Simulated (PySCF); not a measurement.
**Excitation energy of Cu²⁺ by level of theory**

Cu²⁺ [Ar] 3d9 (2D) → Cu²⁺ [Ar] 3d8 4s1 (4F), as a difference of total energies. Calculation: PySCF 2.14, in aug-cc-pVTZ-PP with ECP10MDF; a scalar-relativistic core potential. Correlated levels: valence: 3s2 3p6 frozen. The calculations carry no spin-orbit coupling.

| method | excitation energy (cm⁻¹) |
| --- | --- |
| UHF | 46541 |
| MP2 (valence) | 62668 |
| SCS-MP2 (valence) | 62376 |
| CCSD (valence) | 58850 |
| CCSD(T) (valence) | 59489 |
